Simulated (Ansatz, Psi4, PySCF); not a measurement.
C$_{6}$H$_{12}$, triplet, at the geometry of the source list (a higher spin typed on purpose: for a closed-shell molecule this is an excited state) (in this run its highest filled SCF level lies above zero, so its values depend strongly on the basis, on diffuse functions most of all). Base run: REVPBE/STO-3G run with PySCF.

PySCF was given this input:
```python
from pyscf import gto, scf, dft

mol = gto.Mole()
mol.atom = '''
    C    -0.67120000    1.11310000   -0.68100000
    C     0.74460000    1.25770000   -0.12960000
    C     1.45830000   -0.09140000   -0.13530000
    C     0.67120000   -1.11310000    0.68100000
    C    -0.74460000   -1.25770000    0.12960000
    C    -1.45830000    0.09140000    0.13530000
    H    -0.62190000    0.78380000   -1.72140000
    H    -1.18010000    2.07930000   -0.65940000
    H     1.30590000    1.97880000   -0.72800000
    H     0.69690000    1.63700000    0.89380000
    H     1.55240000   -0.44610000   -1.16420000
    H     2.46480000    0.01750000    0.27470000
    H     1.18010000   -2.07930000    0.65940000
    H     0.62190000   -0.78380000    1.72140000
    H    -1.30590000   -1.97880000    0.72800000
    H    -0.69690000   -1.63700000   -0.89380000
    H    -1.55240000    0.44610000    1.16420000
    H    -2.46480000   -0.01750000   -0.27470000
'''
mol.basis = 'sto-3g'
mol.spin = 2
mol.verbose = 4
mol.build()

mf = dft.UKS(mol)
mf.xc = 'revpbe'
mf.kernel()
```

The same geometry, method and basis name were run in Ansatz (a program for electronic structure) and Psi4 and PySCF, at each program's defaults and at the settings that a row names. The base is PySCF at its defaults. Differences at the defaults can come from grids, fitting, cores and function types together.

```csv
code and settings,ΔE vs base (µEh),basis functions,E (Eh),SCF cycles
"PySCF, defaults (exact integrals, its default grid, spherical functions)",0.0,42,-232.50439,17
"Psi4, defaults (density fitting with its default set, its default grid, spherical functions)",-1935,42,-232.50633,13
"Ansatz, defaults (factorised integrals, its default grid, spherical functions)",-12.6,42,-232.50440,-
"PySCF, density fitting with def2-universal-jkfit",-1941,42,-232.50633,17
"PySCF, fine grid",-7.3,42,-232.50440,17
"Psi4, exact integrals, spherical functions, fine grid",-6.2,42,-232.50440,17
"Ansatz, high accuracy",-8.1,42,-232.50440,-
```

Open shells are given as the SCF converged; they aren't shown to be the lowest states, and a large step between rows can be another state.
